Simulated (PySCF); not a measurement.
Job file and geometry (Å, from PBE0-D3(BJ)/def2-SVP) of an NMR shielding run on (F2Al-mu-PH2)2, GIAO B3LYP/pcSseg-1 Al:pcSseg-2 NMR shielding, non-relativistic, gas phase (PySCF 2.14.0, density-fitted response routines); density fitting, a coarse starting grid and PySCF grid level 2 are the driver's defaults:

```
$ OMP_NUM_THREADS=1 python probes_run.py task.json out

{"job": {"kind": "nmr", "xc": "B3LYP", "basis": {"default": "pcSseg-1", "Al": "pcSseg-2"}, "pop": false}, "charge": 0, "multiplicity": 1}
Al     1.210333    -1.264044    -0.249817
F      1.718727    -2.176309     1.046682
F      1.815256    -1.512890    -1.780558
P      1.230914     1.098067     0.307587
Al    -1.190088     1.249491     0.255851
F     -1.797690     1.497238     1.786073
F     -1.699930     2.167307    -1.036067
P     -1.210326    -1.113380    -0.299191
H      1.909237     1.931393    -0.611253
H      1.842624     1.432604     1.537561
H     -1.822099    -1.450657    -1.528468
H     -1.891498    -1.941571     0.622590
```

Question: What does the program print?

Answer: 
```
coarse grid: 13320 points
cycle   1  E = -1569.4949678728  dE =  3.614e-01  |g| = 1.250e+00  |ddm| = 3.167e+00
cycle   2  E = -1568.8844538850  dE =  6.105e-01  |g| = 2.374e+00  |ddm| = 2.261e+00
cycle   3  E = -1569.7443435931  dE = -8.599e-01  |g| = 6.117e-02  |ddm| = 1.531e+00
cycle   4  E = -1569.7448668751  dE = -5.233e-04  |g| = 4.487e-02  |ddm| = 1.293e-01
cycle   5  E = -1569.7454701039  dE = -6.032e-04  |g| = 5.630e-03  |ddm| = 6.384e-02
cycle   6  E = -1569.7454746086  dE = -4.505e-06  |g| = 1.208e-03  |ddm| = 4.419e-03
final grid: 115536 points
cycle   7  E = -1569.8011451305  dE = -3.313e-05  |g| = 3.580e-03  |ddm| = 1.305e-02
cycle   8  E = -1569.8011422412  dE =  2.889e-06  |g| = 5.816e-03  |ddm| = 5.592e-03
cycle   9  E = -1569.8011471827  dE = -4.942e-06  |g| = 2.641e-04  |ddm| = 3.217e-03
cycle  10  E = -1569.8011471893  dE = -6.624e-09  |g| = 8.747e-05  |ddm| = 2.498e-04
cycle  11  E = -1569.8011471906  dE = -1.204e-09  |g| = 2.702e-05  |ddm| = 1.189e-04
cycle  12  E = -1569.8011471907  dE = -1.946e-10  |g| = 4.001e-06  |ddm| = 3.721e-05
converged SCF energy = -1569.8011471907

GIAO shielding tensors (ppm)
atom      isotropic    diamagn.    paramagn.     s11        s22        s33       span
  0 Al     479.870     793.817    -313.947    445.045    464.119    530.446     85.401
  1 F      330.138     467.883    -137.745    268.024    319.091    403.300    135.276
  2 F      330.246     467.900    -137.654    268.193    319.153    403.393    135.200
  3 P      515.377     972.694    -457.317    493.584    525.980    526.567     32.983
  4 Al     479.857     793.828    -313.971    445.044    464.179    530.348     85.304
  5 F      330.181     467.927    -137.745    268.126    319.137    403.281    135.155
  6 F      330.453     467.937    -137.484    268.360    319.233    403.766    135.407
  7 P      515.330     972.697    -457.367    493.603    525.910    526.476     32.873
  8 H       28.266      30.313      -2.047     24.410     24.644     35.743     11.334
  9 H       28.259      30.280      -2.022     24.387     24.618     35.770     11.383
 10 H       28.258      30.293      -2.035     24.388     24.613     35.773     11.385
 11 H       28.258      30.305      -2.047     24.402     24.643     35.730     11.328
```

Question: Turn these shieldings into chemical shifts. Scale: [Al(H2O)6]3+ for 27Al (σ = 571.15 ppm); 19F (σ = 171.94 ppm) vs CFCl3; H3PO4 for 31P (σ = 297.42 ppm); 1H (σ = 31.38 ppm) against TMS (reference shieldings calculated alike).

Answer: Averaging equivalent atoms: Al 0/4: 91.3; F 1/2/5/6: -158.3; P 3/7: -217.9; H 8/9/10/11: 3.12 ppm. Unscaled 19F shifts against computed CFCl3 carry errors that often reach 10 to 50 ppm. Experimental scales use liquid or dissolved standards, which lie at an offset from isolated H3PO4.

Size and cost of the density-fitted run: 222 basis functions, 31 s wall time on 1 thread of an Arm Neoverse V1, shared host; peak memory 1.2 GiB.
